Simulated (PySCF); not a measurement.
## Computed properties of SiHF, SMILES [SiH]F

SiHF, SMILES [SiH]F (connectivity only; charge and spin as stated), neutral, multiplicity 1. The structure is a stationary point at r2SCAN-D4/def2-TZVPD. The isomer is the one that the SMILES or the coordinates give; other isomers of the formula were not compared. Other conformers were not sampled. All values are computed for the isolated molecule unless a solvent is named; none is compared with measurement here.

**Structure.** The optimised structure has Cs symmetry. All 3 harmonic modes at r2SCAN-D4/def2-TZVPD (PySCF) are real, so it is a minimum.

**Vibrations.** The strongest infrared lines (harmonic, unscaled, degenerate partners summed) lie at 1954 cm⁻¹ (392 km/mol, H 96 %), 839 cm⁻¹ (121 km/mol, F 60 %, Si 39 %), 869 cm⁻¹ (66 km/mol, H 90 %). The softest mode is at 839 cm⁻¹ and the zero-point energy is 5.2 kcal/mol.

**Electronic structure.** ωB97X/def2-TZVPD (PySCF) places the frontier levels at -9.32 and -0.54 eV, a gap of 8.78 eV, and gives a dipole moment of 0.99 D and a mean polarisability of 32.7 bohr³. PBE/def2-TZVPD (PySCF) at the same geometry gives -5.89 and -3.59 eV, so its gap is 6.48 eV narrower. An orbital gap is neither the optical nor the fundamental gap.

**Excitations.** TDA-M06-2X/def2-TZVPD (PySCF) has S1 at 3.01 eV (412 nm, f = 0.033, weak); the most intense of the 10 singlets computed lies at 7.74 eV (f = 0.36). T1 (TDA) is at 1.70 eV, 1.31 eV under S1. TDA-PBE/def2-TZVPD (PySCF) puts S1 at 2.97 eV.

**NMR.** GIAO shifts at B3LYP/pcSseg-2 (PySCF) (non-relativistic, atoms alike by connectivity averaged): ¹H at 9.3 ppm against TMS; ²⁹Si at 469.1 ppm against TMS; ¹⁹F at 108.5 ppm against CFCl3.

**Solvation.** SMD-B3LYP/6-31G* (PySCF) gives -0.7 kcal/mol in water, -1.9 kcal/mol in ethylethanoate, -1.5 kcal/mol in toluene (1 M in both phases, gas-phase geometry); of these solvents ethylethanoate holds the molecule best.
